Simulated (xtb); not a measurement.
SrCl2, SMILES [Cl][Sr][Cl]. All values are semi-empirical tight-binding results from xtb (GFN2-xTB unless named), good for trends rather than for accurate numbers. The structure is a stationary point at GFN2-xTB. The isomer is the one that the SMILES or the coordinates give; other isomers of the formula were not compared.

Optimised geometry:

```xyz
3

Sr     0.0000     0.0000     0.6890
Cl     0.0000     2.0280    -0.7700
Cl     0.0000    -2.0280    -0.7700
```
Charge 0, spin multiplicity 1.

For metal compounds this method's bond lengths and energies can be far off.

Estimate the properties. (Estimate from the structure and the level; the computed values follow.)


```
Item                                           Result
-------------------------------------  --------------
point group as xtb finds it                       C2v
orbital gap                                   1.96 eV
zero-point energy                        0.7 kcal/mol
G − E(el) at 298.15 K (modified RRHO)  -18.1 kcal/mol
```

Give the atomic charges and the Wiberg bond orders between heavy atoms. (Estimate from the structure and the level; the computed values follow.)

charges (e) Sr1 0.60, Cl2 -0.30, Cl3 -0.30. Bond orders Sr1–Cl2 0.98, Sr1–Cl3 0.98.
